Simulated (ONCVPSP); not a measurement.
## Pseudopotential generation for Sr (Z = 38): ONCV, PBE, scalar-relativistic.

```json
{
 "Element": "strontium (Sr)",
 "Generator": "ONCVPSP 4.0.1",
 "Type": "optimised norm-conserving Vanderbilt (ONCV)",
 "Functional": "PBE",
 "Relativity": "scalar-relativistic",
 "Frozen core": "[Kr]",
 "Valence charge": "2",
 "Reference configuration": "5s2",
 "Partial waves": "5s: rc 3.05 bohr, ncon 4, nbas 8, qcut 2.3 1/bohr, 2 projectors, debl 1.8 Ha; p scattering state at 0.29 Ha: rc 3.05 bohr, ncon 4, nbas 8, qcut 2.9 1/bohr, local; d scattering state at 0.03 Ha: rc 3.30 bohr, ncon 4, nbas 8, qcut 2.6 1/bohr, 2 projectors, debl 1.3 Ha",
 "Local potential": "the p channel",
 "Core correction": "polynomial model core, fcfact 0.7"
}
```

In the d channel the program set the typed energies aside and used -0.047, 1.253 Ha.

All-electron outer shells of the reference configuration (PBE, scalar-relativistic, ld1.x):

```
shell  level (eV)  outermost node (bohr)  outermost maximum (bohr)
   5s       -3.53                   1.65                      3.72
```

What the tests gave:

```json
{
  "Cutoffs needed": "1.5 Ha and 2.5 Ha (the cutoffs (Ha) at which the residual kinetic energy of the hardest occupied pseudo-wave falls to 1 and 0.1 mHa per electron) The cutoffs count occupied waves only; projector 2 of the d channel, the hardest unoccupied one, needs 25 Ha at the loose tolerance.",
  "Ghost test": "no bound ghost flagged; GHOST(+) flagged for s at 65.4 eV",
  "Largest excitation error": "+55 meV (all-electron minus pseudo) for 5s1 5p1, out of 4 test configurations",
  "rms error of d²Exc/dni dnj": "5.45 mHa without and 0.47 mHa with the model core"
}
```

Generation and tests took about 5.7 s on one core of a shared server CPU.
